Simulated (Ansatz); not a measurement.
H₆InNOSi (`[OH][InH][NH][SiH3]`). The species carries charge 0 and has multiplicity 1. Correlated methods include outer-core shells of In, which these sets cover unevenly. In: def2 effective core potential.

Cartesian coordinates in Å:
```
O 2.4913 0.3458 1.8951
In 1.4775 -0.4937 0.4093
N -0.3427 0.3621 0.1604
Si -1.5400 -0.0450 -0.9993
H 2.0187 1.0576 2.3315
H 2.1412 -1.7664 -0.4830
H -0.5573 1.1158 0.7979
H -0.9931 -1.1711 -1.8056
H -2.8259 -0.4849 -0.3843
H -1.8697 1.0798 -1.9221
```

Task: Give the diagnostics of a CCSD(T)/def2-TZVPP run (frozen core, the Gaussian-basis code of Ansatz). (Estimate.)

Result: The calculation gave: T1 = 0.0154, largest single amplitude 0.032, largest double 0.030, (T) share of the correlation energy 3.4 %, 10 CCSD cycles. The RHF solution is stable towards an unrestricted one. T1 lies under the customary mark of 0.02 for closed shells.
